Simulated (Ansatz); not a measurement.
Frontier orbitals of `[CH3][Sn]([CH3])([F])[F]`.

```tsv
atom	x (Å)	y (Å)	z (Å)
C1	1.8737	-0.3768	-0.2909
Sn2	-0.1884	0.0323	-0.5147
C3	-1.6044	0.3307	1.0266
F4	-0.3062	1.5756	-1.6543
F5	-0.8937	-1.3701	-1.6238
H6	2.3597	0.4395	0.2425
H7	2.0112	-1.3087	0.2566
H8	2.3044	-0.4707	-1.2871
H9	-2.5708	0.5163	0.5593
H10	-1.3197	1.1903	1.6325
H11	-1.6657	-0.5583	1.6534
```

Total charge 0; spin multiplicity 1. Correlated methods include outer-core shells of Sn, which these sets cover unevenly. Sn: def2 effective core potential. The geometry is a stationary point of PBE0-D4/def2-TZVP. Basis def2-TZVPP, Ansatz 0.2.0.

```json
{"functional": "LDA (SPW92)", "HOMO (eV)": "-7.58", "LUMO (eV)": "-1.72", "gap (eV)": "5.86"}
{"functional": "PBE", "HOMO (eV)": "-7.38", "LUMO (eV)": "-1.45", "gap (eV)": "5.93"}
{"functional": "revPBE", "HOMO (eV)": "-7.31", "LUMO (eV)": "-1.34", "gap (eV)": "5.97"}
{"functional": "r2SCAN", "HOMO (eV)": "-7.68", "LUMO (eV)": "-1.08", "gap (eV)": "6.60"}
{"functional": "B97M-V", "HOMO (eV)": "-7.75", "LUMO (eV)": "-1.25", "gap (eV)": "6.50"}
{"functional": "PBE0", "HOMO (eV)": "-8.72", "LUMO (eV)": "-0.49", "gap (eV)": "8.23"}
{"functional": "LC-ωPBE", "HOMO (eV)": "-11.38", "LUMO (eV)": "1.77", "gap (eV)": "13.15"}
{"functional": "ωB97X-V", "HOMO (eV)": "-11.01", "LUMO (eV)": "1.56", "gap (eV)": "12.57"}
{"functional": "ωB97M-V", "HOMO (eV)": "-10.89", "LUMO (eV)": "1.25", "gap (eV)": "12.14"}
```

From PBE to PBE0 the HOMO moves by −1.35 eV and the LUMO by +0.95 eV, and with ωB97M-V by −3.51 and +2.70 eV, so the gap grows from 5.93 to 12.14 eV with exact exchange. A positive LUMO is unbound and depends on the basis.

LC-ωPBE has ω = 0.4 bohr⁻¹.
